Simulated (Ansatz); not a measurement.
Consider the substitution at a C–O bond: `C=C(C)O` + `BN` → `BNC(=C)C` + H₂O.

Calculated with Ansatz (gas phase, PBE0-D4/def2-TZVP geometries, no zero-point term in ΔE). CCSD(T)/CBS is the MP2 limit (def2-TZVPP, def2-QZVPP) plus CCSD(T) − MP2 in def2-TZVPP, frozen cores. This one scheme is used for every species. DFT in def2-TZVPP. B3LYP here is the variant with VWN-RPA as its local correlation; programs differ in this. One conformer a species, not always the lowest.

Task: Is it downhill or uphill in electronic energy at CCSD(T)/CBS, and by how much? (Best estimate.)

Result: Computed: Downhill: ΔE = -17.4 kJ/mol.

Task: What do these levels give: ωB97X-V, B2PLYP, PBE, B3LYP, CCSD(T)/def2-TZVPP, SCS-MP2/def2-QZVPP? (An estimate is asked.)

Result: Ansatz gave: ωB97X-V -4.6, B2PLYP -6.5, PBE -4.0, B3LYP -1.1, CCSD(T)/def2-TZVPP -13.2, SCS-MP2/def2-QZVPP -15.4 kJ/mol.

Largest T1 diagnostic among the species: 0.013.

In def2-TZVPP, CCSD(T) changes the Hartree–Fock value by −15.7 kJ/mol (the triples alone add −1.9 kJ/mol) and MP2 by −20.1 kJ/mol. The D4 term adds −8.0 kJ/mol with B3LYP and −4.5 kJ/mol with PBE0; it sums over pairs of atoms, weighted by their polarisabilities, and B3LYP, whose exchange is more repulsive, gets the larger term.
